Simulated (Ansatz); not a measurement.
Relaxation of C$_{2}$H$_{8}$BClO (13 atoms, charge 0, multiplicity 1), to a largest force component of 0.03 eV/Å in at most 50 steps.

The calculation used RKS r2SCAN-D4/def2-SVP (Ansatz).

```xyz
13
Properties=species:S:1:pos:R:3:forces:R:3
B -0.241 0.091 0.294 0.45 1.34 0.99
O 0.181 1.203 1.107 -0.40 -1.37 -1.14
C -1.224 0.450 -0.875 0.04 0.03 0.03
C 0.201 -1.367 0.687 0.01 -0.01 0.05
H 1.711 1.534 -0.527 0.14 -0.32 -0.32
Cl 2.277 0.830 -1.478 -0.17 0.33 0.37
H 0.736 0.897 1.837 -0.02 -0.01 0.01
H -1.128 -0.224 -1.740 0.01 0.01 0.01
H -2.259 0.339 -0.501 0.00 -0.01 0.01
H -1.120 1.493 -1.215 -0.01 -0.03 0.02
H 1.186 -1.410 1.183 -0.05 0.00 0.00
H -0.538 -1.780 1.400 0.02 0.01 -0.01
H 0.220 -2.056 -0.172 0.00 0.02 -0.01
```

Problem. Where does it end, and by what steps?

Solution. It converged. After 23 steps the energy has fallen by 0.187 eV; Cl6 moved furthest, 2.25 Å.

| step | energy less start (eV) | largest force component (eV/Å) | accepted |
| --- | --- | --- | --- |
| 0 | 0.0000 | 1.372 | yes |
| 1 | -0.0376 | 0.953 | yes |
| 2 | -0.0940 | 0.324 | yes |
| 3 | -0.1065 | 0.226 | yes |
| 4 | -0.1156 | 0.105 | yes |
| 5 | -0.1261 | 0.091 | yes |
| 6 | -0.1337 | 0.123 | yes |
| 7 | -0.1399 | 0.251 | yes |
| 8 | -0.1439 | 0.367 | yes |
| 9 | -0.1510 | 0.220 | yes |
| 10 | -0.1562 | 0.261 | yes |
| 11 | -0.1616 | 0.386 | yes |
| 12 | -0.1667 | 0.232 | yes |
| 13 | -0.1654 | 0.197 | no |
| 14 | -0.1703 | 0.134 | yes |
| 15 | -0.1755 | 0.056 | yes |
| 16 | -0.1800 | 0.114 | yes |
| 17 | -0.1794 | 0.207 | no |
| 18 | -0.1830 | 0.065 | yes |
| 19 | -0.1852 | 0.074 | yes |
| 20 | -0.1862 | 0.103 | yes |
| 21 | -0.1869 | 0.044 | yes |
| 22 | -0.1873 | 0.033 | yes |
| 23 | -0.1874 | 0.030 | yes |

```xyz
13
Properties=species:S:1:pos:R:3
B -0.017 -0.202 0.200
O 1.057 0.618 0.480
C -0.981 0.269 -0.944
C -0.230 -1.531 1.018
H 1.495 2.037 -0.541
Cl 1.736 3.010 -1.384
H 1.612 0.301 1.205
H -1.299 -0.565 -1.590
H -1.907 0.661 -0.484
H -0.556 1.072 -1.565
H 0.438 -1.659 1.886
H -1.272 -1.615 1.369
H -0.076 -2.396 0.349
```

Whether the end is a true minimum wasn't checked by a vibrational analysis.

Run time: 88 s on 4 threads of Arm Neoverse N1, with other jobs on the host, peak memory 0.19 GiB.
